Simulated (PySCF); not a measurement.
ClMg (SMILES [Mg][Cl]), doublet, at a GFN2-xTB geometry (such geometries of metal compounds can be far from the true shape) (the spin is typed, not shown lowest); HF/6-31G (PySCF).

Input for PySCF:
```python
from pyscf import gto, scf

mol = gto.Mole()
mol.atom = '''
    Mg   -0.000000   -0.000000   -1.267847
    Cl    0.000000    0.000000    0.894951
'''
mol.basis = '6-31g'
mol.charge = 0
mol.spin = 1
mol.verbose = 4
mol.build()

mf = scf.UHF(mol)
mf.kernel()
mo_i, mo_e, stable_i, stable_e = mf.stability(internal=True, external=True, return_status=True, nroots=6, tol=1e-6)
print('internally stable:', stable_i, ' externally stable:', stable_e)
if not stable_i:
    umf = mf.copy()
    umf.scf_summary = {}
    umf.kernel(umf.make_rdm1(mo_i, mf.mo_occ))
mf.analyze()
```

Output, abridged:

```
PySCF version 2.14.0

[INPUT] verbose = 4
[INPUT] num. atoms = 2
[INPUT] num. electrons = 29
[INPUT] charge = 0
[INPUT] spin (= nelec alpha-beta = 2S) = 1
[INPUT] symmetry False subgroup None
[INPUT] Mole.unit = angstrom
[INPUT] Symbol           X                Y                Z      unit          X                Y                Z       unit  Magmom
[INPUT]  1 Mg     0.000000000000   0.000000000000  -1.267847000000 AA    0.000000000000   0.000000000000  -2.395883597851 Bohr   0.0
[INPUT]  2 Cl     0.000000000000   0.000000000000   0.894951000000 AA    0.000000000000   0.000000000000   1.691212284906 Bohr   0.0

nuclear repulsion = 49.9131916284739
number of shells = 14
number of NR pGTOs = 92
number of NR cGTOs = 26
basis = 6-31g
ecp = {}

******** <class 'pyscf.scf.uhf.UHF'> ********
method = UHF
initial guess = minao
damping factor = 0
level_shift factor = 0
DIIS = <class 'pyscf.scf.diis.CDIIS'>
diis_start_cycle = 1
diis_space = 8
diis_damp = 0
SCF conv_tol = 1e-09
SCF conv_tol_grad = None
SCF max_cycles = 50
direct_scf = True
direct_scf_tol = 1e-13
number electrons alpha = 15  beta = 14
Set gradient conv threshold to 3.16228e-05
init E= -659.148875707158

cycle= 1 E= -659.087885196162  delta_E= 0.061  |g|= 0.165  |ddm|= 0.911
cycle= 2 E= -659.118657344461  delta_E= -0.0308  |g|= 0.0658  |ddm|= 0.462
cycle= 3 E= -659.123301298573  delta_E= -0.00464  |g|= 0.0199  |ddm|= 0.141
cycle= 4 E= -659.124713105275  delta_E= -0.00141  |g|= 0.00569  |ddm|= 0.121
cycle= 5 E= -659.124825123812  delta_E= -0.000112  |g|= 0.00183  |ddm|= 0.0369
cycle= 6 E= -659.124834095879  delta_E= -8.97e-06  |g|= 0.000514  |ddm|= 0.00799
cycle= 7 E= -659.124834834174  delta_E= -7.38e-07  |g|= 0.000112  |ddm|= 0.00247
cycle= 8 E= -659.124834875153  delta_E= -4.1e-08  |g|= 3.06e-05  |ddm|= 0.000522
cycle= 9 E= -659.124834877535  delta_E= -2.38e-09  |g|= 5.52e-06  |ddm|= 0.000134
cycle= 10 E= -659.124834877592  delta_E= -5.73e-11  |g|= 1.34e-06  |ddm|= 2.47e-05
Extra cycle  E= -659.124834877596  delta_E= -4.09e-12  |g|= 6.26e-07  |ddm|= 3.68e-06
converged SCF energy = -659.124834877596  <S^2> = 0.75129002  2S+1 = 2.0012896
uhf_internal: lowest eigs of H = [0.25198357 0.25198357 0.40491344 0.43715632 0.4381766  0.43817663]
<class 'pyscf.scf.uhf.UHF'> wavefunction is stable in the internal stability analysis
uhf_real2complex: lowest eigs of H = [0.13217408 0.13217408 0.20811583 0.22508916 0.22508918 0.26263786]
<class 'pyscf.scf.uhf.UHF'> wavefunction is stable in the real -> complex stability analysis
uhf_external: lowest eigs of H = [4.11016606e-09 1.31998538e-01 1.31998540e-01 2.06220758e-01
 2.12936748e-01 2.12937075e-01]
<class 'pyscf.scf.uhf.UHF'> wavefunction is stable in the UHF/UKS -> GHF/GKS stability analysis
internally stable: True  externally stable: True
**** SCF Summaries ****
Total Energy =                        -659.124834877595958
Nuclear Repulsion Energy =              49.913191628473854
One-electron Energy =                -1014.782425379791334
Two-electron Energy =                  305.744398873721536
Two-electron Coulomb Energy =          349.434690109684425
DFT Exchange-Correlation Energy =      -43.690291235962889
**** MO energy ****
                             alpha | beta                alpha | beta
MO #1   energy= -104.758417593631  | -104.75771057362   occ= 1 | 1
MO #2   energy= -49.0911031871853  | -49.0869412453428  occ= 1 | 1
MO #3   energy= -10.5003065746156  | -10.499486160082   occ= 1 | 1
MO #4   energy= -7.96939435605592  | -7.96631812700806  occ= 1 | 1
MO #5   energy= -7.96535194249914  | -7.96523078911197  occ= 1 | 1
MO #6   energy= -7.96535194249913  | -7.96523078911195  occ= 1 | 1
MO #7   energy= -3.84042961671291  | -3.83063660502708  occ= 1 | 1
MO #8   energy= -2.3593285063385   | -2.35176012780792  occ= 1 | 1
MO #9   energy= -2.35542093501449  | -2.35176012780791  occ= 1 | 1
MO #10  energy= -2.35542093501448  | -2.35130426395436  occ= 1 | 1
MO #11  energy= -1.03529889194058  | -1.02926811955046  occ= 1 | 1
MO #12  energy= -0.476314930293548 | -0.459518508338528 occ= 1 | 1
MO #13  energy= -0.427509863913386 | -0.4273779782298   occ= 1 | 1
MO #14  energy= -0.427509863913385 | -0.427377978229798 occ= 1 | 1
MO #15  energy= -0.296550334600031 | -0.00531826108154454 occ= 1 | 0
MO #16  energy= 0.0279084829561164 | 0.0613786298448164 occ= 0 | 0
MO #17  energy= 0.0279084829561172 | 0.0613786298448191 occ= 0 | 0
MO #18  energy= 0.0876443782193963 | 0.106272877207994  occ= 0 | 0
MO #19  energy= 0.163974679650779  | 0.213049088441804  occ= 0 | 0
MO #20  energy= 0.236859169662069  | 0.265970915524605  occ= 0 | 0
MO #21  energy= 0.236859169662072  | 0.265970915524611  occ= 0 | 0
MO #22  energy= 0.337034913371935  | 0.372396417545585  occ= 0 | 0
MO #23  energy= 0.685612140534088  | 0.68853106429932   occ= 0 | 0

To work with the spin densities directly, `use mulliken_meta_spin()` only printing them here.

 ** Mulliken spin pop alpha/beta on meta-lowdin orthogonal AOs **
 ** Mulliken Spin Density (per AO)  **
spin_pop of  0 Mg 1s        0.00000
spin_pop of  0 Mg 2s        0.00000
spin_pop of  0 Mg 3s        0.79099
spin_pop of  0 Mg 4s        0.00094
spin_pop of  0 Mg 2px      -0.00000
spin_pop of  0 Mg 2py      -0.00000
spin_pop of  0 Mg 2pz       0.00000
spin_pop of  0 Mg 3px       0.00322
spin_pop of  0 Mg 3py       0.00322
spin_pop of  0 Mg 3pz       0.10545
spin_pop of  0 Mg 4px       0.00014
spin_pop of  0 Mg 4py       0.00014
spin_pop of  0 Mg 4pz      -0.00019
spin_pop of  1 Cl 1s        0.00000
spin_pop of  1 Cl 2s       -0.00000
spin_pop of  1 Cl 3s        0.02015
spin_pop of  1 Cl 4s        0.01586
spin_pop of  1 Cl 2px      -0.00000
spin_pop of  1 Cl 2py      -0.00000
spin_pop of  1 Cl 2pz       0.00000
spin_pop of  1 Cl 3px      -0.00343
spin_pop of  1 Cl 3py      -0.00343
spin_pop of  1 Cl 3pz       0.06023
spin_pop of  1 Cl 4px       0.00007
spin_pop of  1 Cl 4py       0.00007
spin_pop of  1 Cl 4pz       0.00658
 ** Mulliken Spin Density (per atom)  **
spin density of  0 Mg =      0.90390
spin density of  1 Cl =      0.09610
 ** Mulliken pop alpha/beta on meta-lowdin orthogonal AOs **
 ** Mulliken pop       alpha | beta **
pop of  0 Mg 1s        1.00000 | 1.00000
pop of  0 Mg 2s        1.00000 | 1.00000
pop of  0 Mg 3s        0.89287 | 0.10188
pop of  0 Mg 4s        0.00413 | 0.00319
pop of  0 Mg 2px       1.00000 | 1.00000
pop of  0 Mg 2py       1.00000 | 1.00000
pop of  0 Mg 2pz       0.99999 | 0.99999
pop of  0 Mg 3px       0.00932 | 0.00610
pop of  0 Mg 3py       0.00932 | 0.00610
pop of  0 Mg 3pz       0.10994 | 0.00449
pop of  0 Mg 4px       0.00040 | 0.00026
pop of  0 Mg 4py       0.00040 | 0.00026
pop of  0 Mg 4pz       0.00355 | 0.00374
pop of  1 Cl 1s        1.00000 | 1.00000
pop of  1 Cl 2s        0.99999 | 0.99999
pop of  1 Cl 3s        0.99370 | 0.97355
pop of  1 Cl 4s        0.01705 | 0.00120
pop of  1 Cl 2px       1.00000 | 1.00000
pop of  1 Cl 2py       1.00000 | 1.00000
pop of  1 Cl 2pz       1.00000 | 1.00000
pop of  1 Cl 3px       0.98857 | 0.99199
pop of  1 Cl 3py       0.98857 | 0.99199
pop of  1 Cl 3pz       0.97158 | 0.91135
pop of  1 Cl 4px       0.00172 | 0.00165
pop of  1 Cl 4py       0.00172 | 0.00165
pop of  1 Cl 4pz       0.00719 | 0.00062
In total            15.00000 | 14.00000
 ** Mulliken atomic charges   ( Nelec_alpha | Nelec_beta ) **
charge of  0Mg =      0.84407  (     6.02991      5.12601 )
charge of  1Cl =     -0.84407  (     8.97009      8.87399 )
Dipole moment(X, Y, Z, Debye):  0.00000, -0.00000, -4.33464
```
